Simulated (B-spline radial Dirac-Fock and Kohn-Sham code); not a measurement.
Binding energies of Mn²⁺ in different valence configurations

These are calculated numbers from a B-spline atomic structure program; the model is multi-electron Dirac-Fock with separately optimised hole states, Breit and Lamb-shift corrections added in first order. The model has no electron correlation.

Reference: the tabulated ground configuration [Ar] 3d5, with 1s 6570.6 eV, 2s 804.6 eV, 2p1/2 683.7 eV, 3p1/2 83.59 eV, 3p3/2 82.35 eV, 3d 30.26 eV, Kα1 5897.0 eV, Kβ1 6488.3 eV.

Q: One of these configurations gives the following shifts from the reference, in eV: average energy +11.32, 1s +9.95, 2s +11.08, 2p1/2 +10.96, 3p1/2 +8.27, 3p3/2 +8.23, 3d +8.22, Kα1 -1.01, Kβ1 +1.73. Which?
A. [Ar] 3d4 4s1
B. [Ar] 3d3 4s2
C. [Ar] 3d4 4p1

A: C. The others give [Ar] 3d4 4s1: 1s +8.62; [Ar] 3d3 4s2: 1s +18.58.
